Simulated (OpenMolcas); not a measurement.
# Levels of S²⁺ by method

| Item | Value |
| --- | --- |
| Program | OpenMolcas |
| Basis | ANO-R2 [5s4p3d1f] |
| Scalar Hamiltonian | X2C, finite nucleus |
| Active space | 4 electrons in 9 orbitals (RAS2 3s 3p; RAS3 3d, at most 2 electrons) |
| State averaging | 2S+1 = 3 even, 6 roots; 2S+1 = 1 even, 12 roots; 2S+1 = 5 odd, 1 root; 2S+1 = 3 odd, 8 roots; 2S+1 = 1 odd, 8 roots |
| Spin-orbit coupling | state interaction with AMFI integrals over the reference wave functions, term energies averaged over their components |

Methods on the same reference wave functions:
A. RASSCF
B. SS-RASPT2, IPEA 0.25 Eh, imaginary shift 0.1 Eh (closed shells correlated: 2s 2p)
C. MS-RASPT2, IPEA 0.25 Eh, imaginary shift 0.1 Eh (closed shells correlated: 2s 2p)

Energies in cm-1 above 3s2 3p2 3P0, the measured ground level; measured values from NIST levels in Podobedova, Kelleher and Wiese, J. Phys. Chem. Ref. Data 38, 171 (2009).

```json
{"Level": "3s2 3p2 3P0", "A": "0.0", "B": "0.0", "C": "0.0", "Measured": "0.0"}
{"Level": "3s2 3p2 3P1", "A": "260", "B": "261", "C": "262", "Measured": "299"}
{"Level": "3s2 3p2 3P2", "A": "739", "B": "738", "C": "741", "Measured": "833"}
{"Level": "3s2 3p2 1D2", "A": "13635", "B": "11740", "C": "11730", "Measured": "11323"}
{"Level": "3s2 3p2 1S0", "A": "30556", "B": "28100", "C": "28030", "Measured": "27161"}
{"Level": "3s 3p3 5S* 2", "A": "54168", "B": "56780", "C": "56800", "Measured": "58672"}
{"Level": "3s 3p3 3D* 1", "A": "83412", "B": "83450", "C": "83470", "Measured": "84019"}
{"Level": "3s 3p3 3D* 2", "A": "83428", "B": "83470", "C": "83490", "Measured": "84047"}
{"Level": "3s 3p3 3D* 3", "A": "83466", "B": "83510", "C": "83520", "Measured": "84099"}
{"Level": "3s 3p3 3P* 2", "A": "99441", "B": "98770", "C": "98790", "Measured": "98745"}
{"Level": "3s 3p3 3P* 1", "A": "99469", "B": "98800", "C": "98820", "Measured": "98766"}
{"Level": "3s 3p3 3P* 0", "A": "99477", "B": "98810", "C": "98830", "Measured": "98772"}
```

Deviations, from unrounded energies. A percentage is the sum of absolute deviations over the sum of measured energies, with the sign that they share, or ± where signs differ.

```csv
Against measurement,Levels,A,B,C
mean absolute deviation (cm-1),11,1300,470,470
fine structure of the ground term (%),2,-11.8,-11.7,-11.4
other terms of the ground configuration (%),2,+14.8,+3.5,+3.3
other configurations (%),7,±1.4,±0.6,±0.6
```

B, C lie about equally close to measurement and A furthest from it. The largest miss of C in the table is 3s 3p3 5S* 2, by -1900 cm-1. The ranking rests on the paired levels alone, and a cruder setting can come out closer through cancelling errors.

Between B and C the level of the table that moves most is 3s2 3p2 1S0, by 70 cm-1 (lowest in C, highest in B). Moves below CASPT2's spread within the term are not significant.

The two smallest mean deviations differ by little beside CASPT2's spread within terms, so their order carries little weight.

From A to B the spin-free energies of the other terms of 3s2 3p2 shown, above 3P, scale by factors of 0.86 to 0.92.

The lowest spin-free term lies below A's lowest term by 0.211 hartree in B, 0.211 hartree in C.

CASPT2 does not keep the components of a term degenerate, so their means are used; among the terms shown or strongly mixed into the levels shown the widest spread is 26 cm-1 (3s2 3p2 1D, C). The run also gave levels led by 3s 3p2 3d, 3s2 3p 3d, which use shells meant for correlation; these and all levels above them are left out. Some terms mix strongly with configurations of 3d, whose occupation reaches 0.21 (3s 3p3 3D*, 3s 3p3 3P*). Computed and measured levels are paired by configuration, term and J; levels that our copy of the source lacks, or whose pairing is in doubt (as where it misses far off the trend of its configuration), stay unpaired and out of the deviations. Only configurations of the active space appear. The table leaves out levels that lie high or whose names do not pair safely across all columns.

* marks odd parity.
